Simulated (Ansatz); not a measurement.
The same molecule with X = Ti, Zr, Hf. Ansatz, PBE0-D4/def2-TZVP geometries, multiplicity 1.

Elements past krypton have def2 core potentials. Scalar relativity is left out up to krypton.

| X | molecule | mean X–F bond length / Å | size of the dipole moment (B3LYP/def2-TZVPP) / D | LUMO energy (PBE/def2-TZVPP) / eV | LUMO energy (ωB97M-V/def2-TZVPP) / eV |
| --- | --- | --- | --- | --- | --- |
| Zr | `[F][Zr]([F])([F])[F]` | 1.893 | 0.00 | -2.11 | 0.20 |
| Hf | `[F][Hf]([F])([F])[F]` | 1.897 | 0.00 | -1.61 | 0.27 |

Question: Give the row for X = Ti, `[F][Ti]([F])([F])[F]`. (Best estimate.)

Answer: The calculation gave: 
```
 X                molecule  mean X–F bond length / Å  size of the dipole moment (B3LYP/def2-TZVPP) / D  LUMO energy (PBE/def2-TZVPP) / eV  LUMO energy (ωB97M-V/def2-TZVPP) / eV
Ti  `[F][Ti]([F])([F])[F]`                     1.739                                              0.00                              -4.01                                  -0.70
```

From Ti to Hf the mean X–F bond length rises at each step, by 0.158 Å in all; the LUMO energy (PBE/def2-TZVPP) rises at each step, by 2.40 eV in all; the LUMO energy (ωB97M-V/def2-TZVPP) rises at each step, by 0.97 eV in all. Dipoles are sizes alone, and their direction can turn along the series.

B3LYP here is the variant with VWN-RPA as its local correlation; programs differ in this.
